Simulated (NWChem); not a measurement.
System: C₂H₅ClOSi; SMILES C[Si@@H](C=O)Cl

NWChem input:

```
start job
memory heap 200 mb stack 900 mb global 1100 mb
geometry units angstroms noautosym nocenter noautoz
  C      2.020430    -0.008266    -0.262082
  Si     0.262128    -0.085838     0.343254
  Cl    -0.688676    -1.827588    -0.271699
  C     -0.709255     1.416285    -0.380092
  O     -0.185153     2.503542    -0.367289
  H      2.070143    -0.206306    -1.343156
  H      2.406387     1.006743    -0.076411
  H      2.660727    -0.734824     0.259040
  H      0.170944    -0.012801     1.830100
  H     -1.746964     1.285368    -0.796423
end
basis spherical
  * library def2-svp
end
dft
  xc pbe0
  iterations 150
end
cosmo
  do_cosmo_smd true
  solvent water
end
task dft energy
```

Parts of the log:

```
             Northwest Computational Chemistry Package (NWChem) 7.3.0
             --------------------------------------------------------

                             Geometry "geometry" -> ""
                             -------------------------

 Output coordinates in angstroms (scale by  1.889725989 to convert to a.u.)

  No.       Tag          Charge          X              Y              Z
 ---- ---------------- ---------- -------------- -------------- --------------
    1 C                    6.0000     2.02043000    -0.00826600    -0.26208200
    2 Si                  14.0000     0.26212800    -0.08583800     0.34325400
    3 Cl                  17.0000    -0.68867600    -1.82758800    -0.27169900
    4 C                    6.0000    -0.70925500     1.41628500    -0.38009200
    5 O                    8.0000    -0.18515300     2.50354200    -0.36728900
    6 H                    1.0000     2.07014300    -0.20630600    -1.34315600
    7 H                    1.0000     2.40638700     1.00674300    -0.07641100
    8 H                    1.0000     2.66072700    -0.73482400     0.25904000
    9 H                    1.0000     0.17094400    -0.01280100     1.83010000
   10 H                    1.0000    -1.74696400     1.28536800    -0.79642300

 Effective nuclear repulsion energy (a.u.)     269.7218200915

                                 NWChem DFT Module
                                 -----------------

 Summary of "ao basis" -> "ao basis" (spherical)
 ------------------------------------------------------------------------------
       Tag                 Description            Shells   Functions and Types
 ---------------- ------------------------------  ------  ---------------------
 C                          def2-svp                 6       14   3s2p1d
 Si                         def2-svp                 8       18   4s3p1d
 Cl                         def2-svp                 8       18   4s3p1d
 O                          def2-svp                 6       14   3s2p1d
 H                          def2-svp                 3        5   2s1p

 in cosmo_initialize ...
 calling solv_data for solv:h2o

 solvent parameters
 solvname_short: h2o
 solvname_long:  water
 dielec:       78.4000
 dielecinf:     1.7769
 aqueous SMD model solvent descriptors
 dielec:       78.4000
 sola:          0.8200

          ---------------
          -cosmo- solvent
          ---------------
 Cosmo: York-Karplus, doi: 10.1021/jp992097l
 dielectric constant -eps-     =  78.40
 screen = (eps-1)/(eps    )    =   0.98724
 surface charge correction     = lagrangian

   van der Waals surface
 --------------------------

[...]

                                COSMO-SMD solvation results
                                ---------------------------

             internal energy in gas <Psi(g)|H|Psi(g)> =      -903.373976066371
         internal energy in solvent <Psi(s)|H|Psi(s)> =      -903.372352421633
                               delta internal energy  =         0.001623644738 (    1.02 kcal/mol)
   total free energy in solvent <Psi(s)|H+V/2|Psi(s)> =      -903.382424135501
 polarization energy contribution <Psi(s)|V/2|Psi(s)> =        -0.010071713867 (   -6.32 kcal/mol)
    total free energy in solvent including G(SMD-CDS) =      -903.374594831333
                       G(SMD-CDS) energy contribution =         0.007829304168 (    4.91 kcal/mol)
     1 M fixed-concentration free energy of solvation =        -0.000618764961 (   -0.39 kcal/mol)

                       DFT Final Molecular Orbital Analysis
                       ------------------------------------

 Vector   26  Occ=2.000000D+00  E=-3.449270D-01
              MO Center= -5.6D-01, -1.4D+00, -2.2D-01, r^2= 2.6D+00
   Bfn.  Coefficient  Atom+Function         Bfn.  Coefficient  Atom+Function
  ----- ------------  ---------------      ----- ------------  ---------------
    43      0.413369   3 Cl px               45      0.354591   3 Cl pz
    40      0.304338   3 Cl px               42      0.262873   3 Cl pz
    44     -0.248710   3 Cl py               41     -0.180094   3 Cl py
    37      0.177555   3 Cl px               39      0.153182   3 Cl pz
    68      0.143351   5 O  px               53      0.133445   4 C  s

 Vector   27  Occ=2.000000D+00  E=-3.224044D-01
              MO Center=  1.3D-01, -9.5D-01,  7.7D-02, r^2= 3.7D+00
   Bfn.  Coefficient  Atom+Function         Bfn.  Coefficient  Atom+Function
  ----- ------------  ---------------      ----- ------------  ---------------
    45      0.388275   3 Cl pz               43     -0.318193   3 Cl px
    42      0.278533   3 Cl pz                4     -0.243908   1 C  px
    40     -0.226800   3 Cl px               94     -0.215028   9 H  s
     7     -0.164469   1 C  px               39      0.162232   3 Cl pz
     3      0.153986   1 C  s                95     -0.154732   9 H  s

 Vector   28  Occ=2.000000D+00  E=-2.613444D-01
              MO Center= -3.9D-01,  1.5D+00, -2.8D-01, r^2= 2.9D+00
   Bfn.  Coefficient  Atom+Function         Bfn.  Coefficient  Atom+Function
  ----- ------------  ---------------      ----- ------------  ---------------
    68      0.382537   5 O  px               71      0.303707   5 O  px
    99      0.258378  10 H  s                69     -0.220147   5 O  py
    70      0.206373   5 O  pz              100      0.194640  10 H  s
    17     -0.190767   2 Si s                72     -0.188791   5 O  py
    53     -0.187438   4 C  s                54     -0.175048   4 C  px

 Vector   29  Occ=0.000000D+00  E=-5.801100D-02
              MO Center= -4.3D-01,  1.4D+00, -2.7D-01, r^2= 2.3D+00
   Bfn.  Coefficient  Atom+Function         Bfn.  Coefficient  Atom+Function
  ----- ------------  ---------------      ----- ------------  ---------------
    59      0.419956   4 C  pz               56      0.414622   4 C  pz
    73     -0.380769   5 O  pz               70     -0.363685   5 O  pz
     3      0.336118   1 C  s                27      0.279604   2 Si pz
    95     -0.265224   9 H  s                25     -0.215598   2 Si px
    54     -0.178324   4 C  px               57     -0.171604   4 C  px

 Vector   30  Occ=0.000000D+00  E= 3.361710D-02
              MO Center=  2.0D-01, -1.5D-01,  4.0D-01, r^2= 3.7D+00
   Bfn.  Coefficient  Atom+Function         Bfn.  Coefficient  Atom+Function
  ----- ------------  ---------------      ----- ------------  ---------------
    26      1.064768   2 Si py               36      0.522810   3 Cl s
    25      0.480489   2 Si px               44      0.444655   3 Cl py
     3     -0.421345   1 C  s                23      0.315303   2 Si py
    17     -0.299807   2 Si s                53     -0.284512   4 C  s
    43      0.257015   3 Cl px               45      0.245653   3 Cl pz

 Vector   31  Occ=0.000000D+00  E= 6.905812D-02
              MO Center=  6.4D-01, -2.6D-01,  3.4D-01, r^2= 5.0D+00
   Bfn.  Coefficient  Atom+Function         Bfn.  Coefficient  Atom+Function
  ----- ------------  ---------------      ----- ------------  ---------------
     3      1.723289   1 C  s                25     -1.211423   2 Si px
    53     -0.940529   4 C  s                80     -0.583072   6 H  s
    26      0.550920   2 Si py               85     -0.523739   7 H  s
    27     -0.396824   2 Si pz               95      0.392038   9 H  s
   100      0.337959  10 H  s                90     -0.327518   8 H  s

     Multipole analysis of the density
     ---------------------------------

     L   x y z        total         alpha         beta         nuclear
     -   - - -        -----         -----         ----         -------
     0   0 0 0     -0.000000    -28.000000    -28.000000     56.000000

     1   1 0 0      0.298506     -3.544559     -3.544559      7.387625
     1   0 1 0     -0.406637      2.117357      2.117357     -4.641352
     1   0 0 1      0.063831      6.392292      6.392292    -12.720753

     2   2 0 0    -29.793917   -116.755713   -116.755713    203.717509
     2   1 1 0     -1.687795    -16.982597    -16.982597     32.277399
     2   1 0 1      0.253521     -4.969161     -4.969161     10.191843
     2   0 2 0    -41.077441   -238.927592   -238.927592    436.777743
     2   0 1 1      0.402258      6.595982      6.595982    -12.789705
     2   0 0 2    -31.964164    -35.842891    -35.842891     39.721617
```

Level: PBE0/def2-SVP, SMD on the gas-phase geometry. Coordinates come from a PBE0/def2-SVP optimisation. Solvent: water.
